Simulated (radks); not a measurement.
Results of a calculation; reference values are marked as such.
Task: Xe XIII, configuration [Kr] 4d6 (the NIST ground configuration). Level of theory: scalar-relativistic Kohn-Sham, B86b exchange with PBE correlation, spin-unpolarised, spherical densities, finite nucleus; Fermi nuclear charge, rms radius 4.7859 fm (a radial shooting solver on a logarithmic mesh with Libxc functionals). Some entries of the table are withheld. Estimate them.

| orbital | occ. | eigenvalue (eV) | r(max) (bohr) | <r^2> (bohr^2) |
|---|---|---|---|---|
| 1s | 2 | -34616.90 | 0.01715 | 0.0009637 |
| 2s | 2 | -5591.563 | 0.09695 | 0.01548 |
| 2p | 6 | (1) | 0.07779 | 0.01227 |
| 3s | 2 | -1329.739 | 0.2786 | 0.1068 |
| 3p | 6 | -1152.337 | 0.2724 | 0.1068 |
| 3d | 10 | -890.0353 | 0.2254 | 0.09237 |
| 4s | 2 | -417.0886 | 0.6513 | 0.5416 |
| 4p | 6 | -358.5775 | (2) | 0.6019 |
| 4d | 6 | -271.9137 | 0.7139 | 0.7123 |
| 5s | 0 | -187.5494 | 1.349 | 2.121 |
| 5p | 0 | -166.6864 | (3) | 2.425 |

Result: 
(1) 2p eigenvalue (eV): -5042.497
(2) 4p r(max) (bohr): 0.6785
(3) 5p r(max) (bohr): 1.443
